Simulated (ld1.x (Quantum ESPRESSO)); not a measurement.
Ranking TM semilocal potentials for neodymium (Nd)

All share these settings but for the change named:

neodymium, norm-conserving Troullier–Martins (semilocal form), made with ld1.x (Quantum ESPRESSO) 7.5 (PBE, scalar-relativistic). Core [Kr] 4d10, reference 4f3 5s2 5p6 5d0 6s0 6p0 (charge +3). Waves: 5s (bound): rc 2.55 bohr; 5p (bound): rc 1.60 bohr; 5d (bound, empty): rc 2.20 bohr; 4f (bound): rc 1.35 bohr. Local part: the f channel. Core correction: a·sin(br)/r model core, default radius (core density twice the valence density).

Test errors are all-electron minus pseudo excitation energies from the reference, over 4f4 5s2 5p6 5d0 6s2 6p0; 4f4 5s2 5p6 5d0 6s1 6p0; 4f4 5s2 5p6 5d0 6s0 6p0; 4f4 5s2 5p5 5d0 6s2 6p0; 4f3 5s2 5p6 5d1 6s2 6p0; 4f5 5s2 5p6 5d0 6s0 6p0; 4f2 5s2 5p6 5d0 6s0 6p0. None of these files shows a bound ghost.

Of 7 variants that were run, those that failed, showed a ghost or another fault, or gave nearly equal values are left out.

Question: Rank these variants by their largest absolute test error, smallest first.
A. all radii but the core radius scaled by about 0.93 (s 2.36, p 1.48, d 2.04, f 1.26 bohr)
B. all radii but the core radius scaled by about 0.83 (s 2.12, p 1.34, d 1.84, f 1.12 bohr)
C. all radii but the core radius scaled by about 0.77 (s 1.98, p 1.24, d 1.70, f 1.04 bohr)

Answer: C (654.4 meV), B (1119.6 meV), A (2180.3 meV).
